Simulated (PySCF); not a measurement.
**EPR parameters of C7H15**

C7H15 (doublet state).
Structure used (GFN2-xTB), in Å, numbered top down from 1:
```xyz
22
C7H15 angstrom
C     -2.1280   -1.6909   -0.0059
C     -1.3060   -0.6068    0.5691
C     -0.7790    0.5256   -0.2267
C     -1.5297    1.8273    0.1153
C      0.7265    0.7300    0.0299
C      1.5465   -0.4873   -0.3882
C      3.0325   -0.2911   -0.1164
H     -2.0030   -1.7477   -1.0859
H     -1.8676   -2.6568    0.4323
H     -3.1963   -1.5389    0.1980
H     -1.1857   -0.5695    1.6396
H     -0.9248    0.3173   -1.2927
H     -2.5922    1.7146   -0.0856
H     -1.4008    2.0689    1.1676
H     -1.1477    2.6532   -0.4809
H      0.8819    0.9234    1.0937
H      1.0698    1.6069   -0.5240
H      1.3945   -0.6752   -1.4537
H      1.1824   -1.3617    0.1564
H      3.5977   -1.1701   -0.4178
H      3.2066   -0.1176    0.9433
H      3.4119    0.5661   -0.6691
```

The hyperfine couplings belong to this conformer and change with its torsions.

Identity: `C[CH][C@@H](C)CCC` [radical].

The calculation used UKS B3LYP, pcH-1 on C H, non-relativistic, mean-field spin-orbit, GIAO (PySCF 2.14.0). The structure is a single GFN2-xTB conformer in the gas phase; no vibrational or solvent corrections. Couplings are sensitive to structure, and on GFN2-xTB geometries they can be far from those on DFT ones. Stability of the SCF solution: not tested.

| Property | Result |
| --- | --- |
| g1, g2, g3 | 2.00214, 2.00269, 2.00294 |
| g_iso | 2.00259 |
| Form of g | rhombic: the two nearest values differ by 31 % of g3 − g1 |
| ⟨S²⟩ | 0.7539 (exact 0.7500) |
| α and β electrons | 29, 28 |
| HOMO–LUMO gap, α and β orbitals | 6.26, 7.43 eV |
| Basis functions | 325 |

Isotropic coupling and dipolar principal values T1 to T3, in mT (MHz turned into mT with g_iso):

```tsv
atom	isotope	a_iso	T1	T2	T3	Mulliken spin population
C1	13C	-1.24	-0.09	0.01	0.07	-0.09
C2	13C	3.39	-2.92	-2.88	5.80	1.03
C3	13C	-1.09	-0.07	0.00	0.07	-0.08
C4	13C	2.52	-0.17	-0.16	0.33	0.04
C5	13C	1.42	-0.14	-0.12	0.26	0.03
C6	13C	0.19	-0.06	-0.02	0.08	0.01
C7	13C	-0.02	-0.01	-0.01	0.02	0.00
H8	1H	0.49	-0.17	-0.14	0.31	0.01
H9	1H	2.70	-0.17	-0.16	0.33	0.03
H10	1H	5.34	-0.19	-0.12	0.31	0.06
H11	1H	-2.17	-1.38	-0.01	1.39	-0.04
H12	1H	0.15	-0.19	-0.14	0.33	0.00
H13	1H	-0.10	-0.19	-0.07	0.27	0.00
H14	1H	-0.08	-0.17	-0.09	0.25	0.00
H15	1H	0.68	-0.11	-0.06	0.17	0.01
H16	1H	-0.09	-0.14	-0.09	0.23	0.00
H17	1H	0.14	-0.10	-0.05	0.15	0.00
H18	1H	0.02	-0.07	-0.06	0.14	0.00
H19	1H	0.04	-0.23	-0.12	0.35	0.00
H20	1H	0.04	-0.03	-0.02	0.05	0.00
H21	1H	0.00	-0.03	-0.03	0.06	0.00
H22	1H	0.10	-0.03	-0.02	0.05	0.00
```

The largest Mulliken spin populations are on C2 (+1.03), C1 (-0.09), C3 (-0.08) and H10 (+0.06). C2 is the only atom above +0.15. The positive populations add up to 1.22 and the negative ones to -0.22, together 2S = 1. The angles at C2 add up to 359.5°, so it is planar; its axial dipolar tensor and the negative coupling of its proton fit spin in a p orbital normal to that plane.

Axes: g3 points within 6° of the C2–H11 bond.

Under fast tumbling the dipolar parts average out, and these isotropic splittings remain (the largest six): 3 × 1H (H8/H9/H10, I = 1/2, 4 lines) with 2.84 mT, 1 × 1H (H11, I = 1/2, 2 lines) with 2.17 mT, 3 × 1H (H13/H14/H15, I = 1/2, 4 lines) with 0.17 mT, 1 × 1H (H12, I = 1/2, 2 lines) with 0.15 mT, 1 × 1H (H17, I = 1/2, 2 lines) with 0.14 mT and 1 × 1H (H16, I = 1/2, 2 lines) with 0.09 mT.

Nuclei that the bonding pattern makes equivalent are averaged, as if the motion that swaps them (rotation, inversion, ring flip) were fast. The three 1H nuclei of mean +79.6 MHz run from 13.6 to 149.6 MHz in the frozen geometry. The three 1H nuclei of mean +4.7 MHz run from -2.7 to 19.1 MHz in the frozen geometry.

The 13C coupling of C2 (94.9 MHz) shows only in satellite lines or after enrichment, since that isotope makes up about 1.07 % of natural carbon.

The spin density at the nucleus, in bohr⁻³, is negative for C1 (-0.0310), C3 (-0.0273) and H11 (-0.0136), for instance. A restricted open-shell determinant has no negative spin density anywhere; here it arises because α and β orbitals differ (spin polarisation).

The run took 73 s (grids of density and orbitals included) on one thread of an AMD EPYC 7B13, no GPU, on a shared host, and the process peaked at 0.99 GiB of memory.
